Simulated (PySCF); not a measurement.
SMILES [F][Sn]([F])([Cl])[Cl] (CAM-B3LYP/def2-SVP optimised geometry):

```
5

F      1.333    -1.084     0.000
Sn    -0.574    -1.084     0.000
F     -1.074    -1.932     1.633
Cl    -1.336    -2.333    -1.772
Cl    -1.333     1.084     0.000
```

Level of theory: CAM-B3LYP/def2-TZVP, def2 effective core potentials past Kr run with PySCF.

Question: What are the frontier orbital energies and the dipole moment?

Answer: HOMO-2 -11.89 eV, HOMO-1 -11.72 eV, HOMO -11.61 eV, LUMO -2.56 eV, LUMO+1 0.61 eV; dipole moment 1.59 D.
